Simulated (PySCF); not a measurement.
## Correlation energy of Co²⁺ (cobalt, charge +2)

[Ar] 3d6 4p1, one real determinant (an excited configuration). Computed with PySCF 2.14 in def2-QZVPPD, with the non-relativistic Hamiltonian (point nucleus). Frozen: [Ar]; 7 electrons correlated.

MP2 pair energies summed by pair of shells (mhartree):

```
 pair   energy  share (%)
3d-3d  -121.93       90.6
3d-4p   -12.64        9.4
```

Total MP2 correlation energy: -134.57 mhartree.

Same-spin part -80.75 and opposite-spin part -53.82 mhartree; SCS-MP2 scales them by 1/3 and 6/5 to -91.50 mhartree.

The reference is one real determinant that mixes LS terms of this configuration.
